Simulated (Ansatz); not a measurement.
Sb(Br)(Me)2 (C₂H₆BrSb), SMILES [CH3][Sb]([CH3])[Br].

Coordinates come from a PBE0-D3(BJ)/def2-SVP optimisation. The structure was generated by enumeration; whether it is a known compound was not checked. The def2 effective core potentials stand for the cores of Sb; spin–orbit coupling is left out.

Two levels are set side by side: PBE/def2-SVPD (Ansatz, an electronic-structure program) and CAM-B3LYP/def2-SVPD (Ansatz). Energy differences of separate SCF runs at the same geometry; the states with an electron removed or added have multiplicity 2 and 2. Differences are taken from unrounded values.

| quantity | CAM-B3LYP |
|---|---|
| vertical ionisation energy (eV) | 9.07 |
| vertical singlet–triplet gap (eV) | 3.70 |

**Question.** What does PBE give, and how far is it from CAM-B3LYP? (The exact figures need the calculation; the answer reports its results.)

**Answer.** 
```
quantity                            PBE  PBE minus CAM-B3LYP
---------------------------------  ----  -------------------
vertical ionisation energy (eV)    8.69                -0.38
vertical singlet–triplet gap (eV)  3.44                -0.26
```
